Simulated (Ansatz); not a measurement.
Ideal-gas functions of GeH$_{6}$Si$_{2}$, SMILES `[SiH2]1[SiH2][GeH2]1` at 298.15 K and 1 bar, from an Ansatz frequency run at PBE0-D4/def2-TZVP.

Molar mass 134.83 g/mol, point group C2v (symmetry number 2), electronic degeneracy 1, moments of inertia 99.797, 162.144, 243.02 u Å². Harmonic wavenumbers (cm⁻¹, unscaled): 184, 238, 313, 318, 336, 388, 470, 572, 589, 592, 637, 656, 820, 887, 888, 2153, 2174, 2222, 2222, 2244, 2252.

Use S(trans) = R[1.5 ln M + 2.5 ln T − 1.1517]; rotational temperatures θ = 24.2544 K / I; S(rot) = R[ln(√π/σ · √(T³/θAθBθC)) + 1.5]; for each mode x = 1.438777 ν̃/T, S = R[x/(eˣ − 1) − ln(1 − e⁻ˣ)] and H = RT x/(eˣ − 1); 1 cm⁻¹ = 0.0119627 kJ/mol; R = 8.31446 J/(mol·K).

Q: By hand: the entropy, in J/(mol·K).

A: Translation 170.0. Rotation: θ = 0.243, 0.1496, 0.0998 K, giving 105.9. Vibration, mode by mode: 9.57, 7.61, 5.63, 5.52, 5.15, 4.22, 3.09, 2.09, 1.96, 1.94, 1.63, 1.52, 0.80, 0.62, 0.61, 0.00, 0.00, 0.00, 0.00, 0.00, 0.00, in all 52.0. Electronic 0.0. Sum 327.9 J/(mol·K).

Q: By hand: H − E and G − E in kJ/mol, counted from the electronic energy.

A: Zero-point energy ½ × 21155 × 0.0119627 = 126.5; thermal vibration 10.0; translation, rotation and pV give 4 RT = 9.9. H − E = 146.4 kJ/mol, and G − E = 146.4 − 298.15 × 327.9/1000 = 48.6 kJ/mol.

Vibration gives 16 % of the entropy.
